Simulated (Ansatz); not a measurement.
`[F][Al]([SH])[Br]` and `[OH][Al]([F])[Br]` differ in one element.

Ansatz, PBE0-D4/def2-TZVP geometries, multiplicity 1. Each molecule was computed in one conformer, which needn't be the lowest.

Scalar relativity is left out up to krypton.

```
                                      property  `[F][Al]([SH])[Br]`
           HOMO energy (B3LYP/def2-TZVPP) / eV                -8.01
           HOMO–LUMO gap (PBE/def2-TZVPP) / eV                 5.07
         LUMO energy (ωB97M-V/def2-TZVPP) / eV                 0.55
             HOMO energy (PBE/def2-TZVPP) / eV                -7.05
size of the dipole moment (PBE/def2-TZVPP) / D                 1.40
           LUMO energy (B3LYP/def2-TZVPP) / eV                -1.42
```

(1) What does the change do to each property? (Estimate.)

## Answers

(1) The calculation gave: 
```csv
property,`[OH][Al]([F])[Br]`,shift
HOMO energy (B3LYP/def2-TZVPP) / eV,-8.66,-0.65
HOMO–LUMO gap (PBE/def2-TZVPP) / eV,5.63,0.56
LUMO energy (ωB97M-V/def2-TZVPP) / eV,0.54,-0.01
HOMO energy (PBE/def2-TZVPP) / eV,-7.60,-0.55
size of the dipole moment (PBE/def2-TZVPP) / D,1.95,0.55
LUMO energy (B3LYP/def2-TZVPP) / eV,-1.43,-0.01
```

Dipoles are sizes alone; their direction can turn.

B3LYP here is the variant with VWN-RPA as its local correlation; programs differ in this.

Spin–orbit coupling is left out; it splits and shifts lone-pair levels of the heavy atoms by tenths of an eV.
